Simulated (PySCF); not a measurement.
One of the candidates below gave these computed data.

All candidates are C5H16OSi2.

- 13C NMR: chemical shifts (computed TMS as zero) by class: 25.1 (1 C), 21.2 (1 C), 20.7 (1 C), 0.2 (2 C) ppm [GIAO PBE0/pcSseg-1]
- NMR, other nuclei: isotropic shieldings of nuclei other than C and H, by class: 306 (1 O), 340 (1 Si), 397 (1 Si) ppm [GIAO PBE0/pcSseg-1]
- Dipole: 0.52 D [PBE0/pcSseg-1]
- Rotational structure: rotational constants A, B, C: 1.802, 0.709, 0.621 GHz [GFN2-xTB]
- 1H NMR: chemical shifts (computed TMS as zero) by class: 5.13 (3 H), 1.11 (2 H), 1.07 (3 H), 0.63 (2 H), 0.09 (6 H) ppm [GIAO PBE0/pcSseg-1]

The electronic properties come from PySCF, for the isolated species, density fitting. Levels stand in brackets. The structure is a single GFN2-xTB conformer in the gas phase; no vibrational or solvent corrections. NMR values are class means; diastereotopic atoms form classes of their own.

Question: Which candidate is it?
A. `CCC[Si](C)(C)O[SiH3]`
B. `CCCOC[Si@@H](C)[SiH3]`
C. `COCCCC([SiH3])[SiH3]`

Answer: A. It is `CCC[Si](C)(C)O[SiH3]`. Numbering: `[CH3:1][CH2:2][CH2:3][Si:4]([CH3:5])([CH3:6])[O:7][SiH3:8]`. Its formula, C5H16OSi2, gives 0 degrees of unsaturation, so no ring and no π bond. 5 carbons fall into 4 classes; from least to most shielded: sp3 carbon bound to silicon [C3] (25.1 ppm), methyl carbon [C1] (21.2 ppm), chain CH2 carbon [C2] (20.7 ppm), Si-methyl carbon [C5/C6] (0.2 ppm, 2 C). Hydrogen classes from least to most shielded: 3 H on an oxygen-bound silicon, Si8 (5.13 ppm), 2 H on a chain CH2 carbon, C2 (1.11 ppm), 3 H on a methyl carbon, C1 (1.07 ppm), 2 H on an sp3 carbon bound to silicon, C3 (0.63 ppm), 6 H on 2 Si-methyl carbons, C5/C6 (0.09 ppm). The other shieldings belong to: 306 ppm, siloxane oxygen [O7]; 340 ppm, oxygen-bound silicon [Si4]; 397 ppm, oxygen-bound silicon [Si8]. By its constants the optimised geometry is an asymmetric top.

The others, at the same levels:
- `CCCOC[Si@@H](C)[SiH3]` fails: it has 5 carbon classes against 4; its computed 13C shifts are 82.8 (1 C), 65.2 (1 C), 27.8 (1 C), 11.6 (1 C), -4.9 (1 C) ppm, 1H shifts are 4.48 (1 H), 3.47 (1 H), 3.39 (1 H), 3.32 (3 H), 3.28 (1 H), 3.27 (1 H), 1.73 (1 H), 1.73 (1 H), 0.94 (3 H), 0.32 (3 H) ppm and rotational constant A is 2.132 GHz (against 1.802 GHz).
- `COCCCC([SiH3])[SiH3]` fails: it has 5 carbon classes against 4; its computed 13C shifts are 76.9 (1 C), 61.5 (1 C), 38.4 (1 C), 30.8 (1 C), 3.4 (1 C) ppm, 1H shifts are 3.89 (6 H), 3.54 (3 H), 3.39 (2 H), 1.64 (2 H), 1.58 (2 H), 0.14 (1 H) ppm and rotational constant A is 2.238 GHz (against 1.802 GHz).

Each candidate is one conformer, not necessarily the lowest. Dipoles, sizes and rotational constants follow the conformer. The torsions of the flexible species, by atom-mapped SMILES:
- `[CH3:1][CH2:2][CH2:3][Si:4]([CH3:5])([CH3:6])[O:7][SiH3:8]`: C1–C2–C3–Si4 180°, C2–C3–Si4–C5 63°
- `[CH3:1][CH2:2][CH2:3][O:4][CH2:5][Si@@H:6]([CH3:7])[SiH3:8]`: C1–C2–C3–O4 -179°, C2–C3–O4–C5 177°, C3–O4–C5–Si6 -176°, O4–C5–Si6–C7 -90°
- `[CH3:1][O:2][CH2:3][CH2:4][CH2:5][CH:6]([SiH3:7])[SiH3:8]`: C1–O2–C3–C4 180°, O2–C3–C4–C5 66°, C3–C4–C5–C6 -173°, C4–C5–C6–Si7 173°
